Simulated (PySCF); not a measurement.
# Shapes and spin states of MnH2

Level of theory: BP86 in PySCF with Mn def2-TZVP, H def2-TZVP; no relativity; density-fitted integrals.

Relaxations began from a few typed shapes and spin states; open shells are unrestricted. The search is not exhaustive: other isomers or separated fragments can lie lower, and high-lying points may rest on an excited occupation.

**Question.** Which is the lowest minimum found?
A. sextet C2v: Mn–H 1.667 Å (×2); H–Mn–H 154.8°
B. quartet C2v: Mn–H 1.566 Å (×2); H–Mn–H 108.6°
C. quartet C2v: Mn–H 1.546 Å (×2); H–Mn–H 76.3°
D. broken-symmetry Ms = 1/2 (⟨S²⟩ 2.69) D∞h: Mn–H 1.663 Å (×2); H–Mn–H 180.0°
E. sextet C2v: H–H 0.873 Å, Mn–H 1.796 Å (×2); H–H–Mn 75.9° (×2), H–Mn–H 28.1°
F. broken-symmetry Ms = 3/2 (⟨S²⟩ 4.69) D∞h: Mn–H 1.667 Å (×2); H–Mn–H 180.0°
G. broken-symmetry Ms = 1/2 (⟨S²⟩ 2.29) C2v: Mn–H 1.591 Å (×2); H–Mn–H 118.2°
H. sextet D∞h: Mn–H 1.680 Å (×2); H–Mn–H 180.0°

**Answer.** A. The others lie at 3.1 (sextet D∞h, a saddle point), 89.8 (sextet C2v), 105.3 (quartet C2v), 119.1 (quartet C2v), 156.3 (broken-symmetry Ms = 3/2 D∞h, a saddle point), 201.5 (broken-symmetry Ms = 1/2 C2v), 244.7 (broken-symmetry Ms = 1/2 D∞h, a saddle point) kJ/mol above it.

Formally Mn is in oxidation state +2, d5, with 5 unpaired electrons (the high-spin count). The Mulliken spin on Mn is 5.10. The polar-tensor charge on Mn, 0.80, is far below the formal one.

For the lowest minimum: open d and f shells are described by one determinant, and the ground state may have another occupation or spin.

The electron or spin density has lower symmetry than the nuclear frame for the broken-symmetry Ms = 3/2 (⟨S²⟩ 4.69) D∞h at 156.3 kJ/mol, broken-symmetry Ms = 1/2 (⟨S²⟩ 2.29) C2v at 201.5 kJ/mol, broken-symmetry Ms = 1/2 (⟨S²⟩ 2.69) D∞h at 244.7 kJ/mol.
